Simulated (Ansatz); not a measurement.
Ansatz results at the PBE0-D4/def2-TZVP geometry: HOMO energy (PBE/def2-TZVPP) -7.42 eV; HOMO–LUMO gap (ωB97M-V/def2-TZVPP) 12.76 eV; LUMO energy (ωB97M-V/def2-TZVPP) 1.59 eV.

Each molecule was computed in one conformer, which needn't be the lowest.

**Question.** Which molecule gave them?
A. `[CH3][AlH][NH][SiH2]C`
B. `BN[Si](C)(O)F`
C. `CC(Cl)BS`
D. `[CH2]1[S][GaH]1`

**Answer.** B. The others give `CC(Cl)BS`: -6.77, 10.99, 0.74; `[CH2]1[S][GaH]1`: -5.68, 9.05, 0.25; `[CH3][AlH][NH][SiH2]C`: -6.17, 10.88, 1.14.
